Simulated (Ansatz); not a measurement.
GeO2, relaxed as a singlet with RKS PBE0-D4/def2-TZVP in Ansatz, starting from the GFN1-xTB geometry. Force threshold 0.02 eV/Å.

The structure holds 1 bond(s) between oxygen atoms. The restricted singlet is unstable towards broken spin symmetry in Hartree–Fock (as tested in another run); at PBE0-D4/def2-TZVP this wasn't settled. Another isomer (singlet) lies 1.18 eV lower at PBE0-D4/def2-TZVP; other spin states weren't run for this one.

Start:

```xyz
3

Ge   -0.898    0.471    0.328
O     0.587   -0.450    0.522
O     0.311   -0.021   -0.850
```

```
step  energy (eV)  largest force component (eV/Å)  SCF passes
   1  -60599.8904                           1.705          19
   2  -60599.9416                           0.852          23
   3  -60599.9602                           0.078          23
   4  -60599.9605                           0.002          25
```

Force components are those of the run's own axes.

End:

```xyz
3

Ge   -0.907    0.476    0.331
O     0.597   -0.462    0.552
O     0.309   -0.013   -0.883
```

By distances, no bond broke or formed. The bond that changes most is O2–O3, from 1.46 to 1.53 Å (atoms count from 1).

No frequencies were taken in this run, so the end may be a saddle point.

It took 2 s on 4 threads of Arm Neoverse V2 on a shared host.
